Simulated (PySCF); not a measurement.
Ge(F)(OH)(NH2)2 (FGeH₅N₂O), SMILES [NH2][Ge]([NH2])([OH])[F]. Atoms are numbered in the order given.

```xyz
10

N     -1.2124    -1.2909    -0.3996
Ge     0.0031    -0.0067     0.0153
N      1.4834    -0.5849     0.8849
O     -0.6692     1.2460     1.0628
F      0.3681     0.7240    -1.5359
H     -1.3418    -1.4445    -1.3969
H     -1.0844    -2.1776     0.0819
H      2.2196    -0.9594     0.2905
H      1.8759     0.1090     1.5189
H     -1.6237     1.3341     0.9385
```
Charge 0, spin multiplicity 1.

Coordinates come from a B3LYP-D3(BJ)/def2-SVP optimisation. The structure was generated by enumeration, and PubChem lists no compound with its InChIKey, so it may never have been made. One conformer was computed; it need not be the lowest.

Two levels are set side by side: PBE/pcSseg-1 (PySCF) and KT2/pcSseg-1 (PySCF). GIAO shifts against CFCl3 (¹⁹F), GeH4 (⁷³Ge), H2O (¹⁷O), NH3 (¹⁵N), TMS (¹H) at the same level; non-relativistic, no solvent, atoms listed together averaged. Differences are taken from unrounded values.

| quantity | PBE |
|---|---|
| δ(¹⁵N) of N1, N3 (ppm) | 30.4 |
| δ(⁷³Ge) of Ge2 (ppm) | 394.7 |
| δ(¹⁷O) of O4 (ppm) | 71.9 |
| δ(¹⁹F) of F5 (ppm) | -163.5 |
| δ(¹H) of H10 (ppm) | 1.75 |

**Question.** These are the PBE values. What does KT2 give? (An estimate is asked for; the answer gives what the named calculation found.)

**Answer.** 
```json
[
 {"quantity": "δ(¹⁵N) of N1, N3 (ppm)", "KT2": "28.2", "PBE minus KT2": "2.2"},
 {"quantity": "δ(⁷³Ge) of Ge2 (ppm)", "KT2": "384.9", "PBE minus KT2": "9.8"},
 {"quantity": "δ(¹⁷O) of O4 (ppm)", "KT2": "68.9", "PBE minus KT2": "3.0"},
 {"quantity": "δ(¹⁹F) of F5 (ppm)", "KT2": "-167.4", "PBE minus KT2": "3.9"},
 {"quantity": "δ(¹H) of H10 (ppm)", "KT2": "1.78", "PBE minus KT2": "-0.03"}
]
```

Rough cost on one machine, each run with all the roots and properties that it gave: KT2 against PBE within a factor of 2.
